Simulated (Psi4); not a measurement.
A dimer, CS2 ··· H2Se (SMILES S=C=S and [SeH2]); the first 3 atoms form monomer A.

```
6

S      1.5522    -0.0414     0.0000
C      0.0000     0.0000     0.0000
S     -1.5522     0.0414     0.0000
Se     0.4828     0.1400     3.8736
H      1.9472     0.1079     4.0026
H      0.3223     0.1982     5.3341
```

**Question.** What interaction energy does SAPT0/jun-cc-pVDZ, frozen core (Psi4 1.11) give, and which attractive term is the largest?

**Answer.** Total -3.74 kJ/mol: electrostatics -2.33, exchange 4.97, induction -0.63, dispersion -5.74. The most attractive term is dispersion.
